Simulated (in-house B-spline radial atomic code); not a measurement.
Settings and results of a run for Mg. Method: scalar-relativistic (X2C) LDA exchange-only, spin-polarised, spherical fractional occupations, Fermi nucleus of rms radius 3.057 fm. Calculated with an all-electron radial atomic-structure program (B-spline basis).

Command:
```bash
python run_scf.py task.json out
```
Settings (nuclear radius in fm, mass in u):
```
Z                12
configuration    [Ne] 3s2
hamiltonian      x2c
method           lda,
spin_polarised   True
nucleus          fermi
rms_radius       3.057
atomic_mass      23.98504
speed_of_light   137.035999084
```

Output (hartree, bohr):
```
 radial grid: 79 intervals, B-splines of order 8, outer radius 50 bohr

 iter        energy (Eh)    residual
    1        -198.308125    1.55e-01
    2        -198.439382    6.76e-02
    3        -198.552342    5.88e-03
    4        -198.553540    2.06e-03
    5        -198.553569    3.23e-04
    6        -198.553572    2.40e-04
    7        -198.553574    1.04e-05
    8        -198.553574    1.21e-07

 total energy                      -198.55357
 kinetic                             199.1701
 electron-nucleus                   -478.6694
 Hartree                              95.5183
 exchange-correlation                -14.5726

 orbital      occ     eigenvalue          <r>       <r^2>       <1/r>       r_max
 1s up      1.000       -45.9704     0.131011   0.0231464     11.6185     0.08525
 1s down    1.000       -45.9704     0.131011   0.0231464     11.6185     0.08525
 2s up      1.000        -2.8555     0.701757    0.594053     2.09351      0.5488
 2s down    1.000        -2.8555     0.701757    0.594053     2.09351      0.5488
 2p up      3.000        -1.6594     0.692621    0.618355      1.9515      0.4776
 2p down    3.000        -1.6594     0.692621    0.618355      1.9515      0.4776
 3s up      1.000        -0.1424      3.21495     12.2339    0.417591       2.543
 3s down    1.000        -0.1424      3.21495     12.2339    0.417591       2.543

 Slater integrals (Eh)
   F0(2p up,2p up)               1.338632
   F2(2p up,2p up)               0.602587
   F0(2p up,2p down)             1.338632
   F2(2p up,2p down)             0.602587
   F0(2p up,3s up)               0.381861
   G1(2p up,3s up)               0.020431
   F0(2p up,3s down)             0.381861
   F0(2p down,2p down)           1.338632
   F2(2p down,2p down)           0.602587
   F0(2p down,3s up)             0.381861
   F0(2p down,3s down)           0.381861
   G1(2p down,3s down)           0.020431
   F0(3s up,3s up)               0.282195
   F0(3s up,3s down)             0.282195
   F0(3s down,3s down)           0.282195
```

Run time, properties included: 0.21 s on 1 thread of Arm Neoverse V1, on a shared host.
